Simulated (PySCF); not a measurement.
SMILES [SiH2]([SiH2][Si](F)(F)F)Br (H₄BrF₃Si₃), GFN2-xTB optimised geometry.

```
11

F      1.58     0.43     0.00
Si    -0.01     0.43     0.00
F     -0.36    -0.01     1.49
F     -0.36     1.98     0.00
Si    -0.87    -0.81    -1.70
Si     0.81    -1.51    -3.16
Br    -0.12    -2.80    -4.71
H     -1.58    -1.98    -1.16
H     -1.88    -0.02    -2.43
H      1.45    -0.46    -3.95
H      1.85    -2.37    -2.60
```

Density from B3LYP/def2-TZVP in PySCF 2.14.0 at that geometry.

Minimum of the electron density along straight lines between bonded atoms, close to the bond critical point (lines longer than 1.1 times the sum of covalent radii, or with two minima, are not listed):

```csv
bond,length / Å,ρ at the minimum / e bohr⁻³,∇²ρ there / e bohr⁻⁵,position (fraction from the first atom)
F1–Si2,1.595,0.141,1.00,0.58
Si2–F3,1.587,0.144,1.02,0.42
Si2–F4,1.588,0.144,1.02,0.42
Si2–Si5,2.273,0.102,(withheld),0.64
Si5–Si6,2.327,0.097,-0.17,0.48
Si6–Br7,2.230,(withheld),(withheld),0.35
Si5–H8,1.472,0.123,0.17,0.49
Si5–H9,1.472,0.122,0.17,0.49
Si6–H10,1.461,0.128,0.17,0.49
Si6–H11,1.461,0.128,0.17,0.49
```

Some entries are withheld; supply them.


- Si2–Si5, ∇²ρ there / e bohr⁻⁵: -0.10
- Si6–Br7, ρ at the minimum / e bohr⁻³: 0.087
- Si6–Br7, ∇²ρ there / e bohr⁻⁵: 0.08
